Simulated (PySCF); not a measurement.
H4S3Si, SMILES S[SiH](S)S. Geometry optimised at PBE-D3(BJ)/def2-SVP. The values are those of a single conformer.

The numbers are results of PBE-D3(BJ)/def2-SVP (PySCF), not measurements.

Harmonic wavenumbers (cm⁻¹): 108, 139, 183, 207, 223, 267, 422, 521, 534, 634, 676, 729, 766, 836, 2168, 2600, 2603, 2612. Rotational constants (GHz): 2.412, 2.101, 1.219; symmetry number 1.

Task: Work out the zero-point energy and the ideal-gas rigid-rotor harmonic-oscillator thermochemistry at 298.15 K and 1 atm.

Result: ZPE = ½ Σ hcν = ½ × 16228 cm⁻¹ = 23.20 kcal/mol. H − E(el) = 28.54 kcal/mol. Entropy in cal/(mol K): translation 40.46, rotation 28.34, vibration 17.54, total 86.34. G − E(el) = 2.79 kcal/mol. Cp = 26.76 cal/(mol K). Modes under 150 cm⁻¹ make the vibrational entropy uncertain.
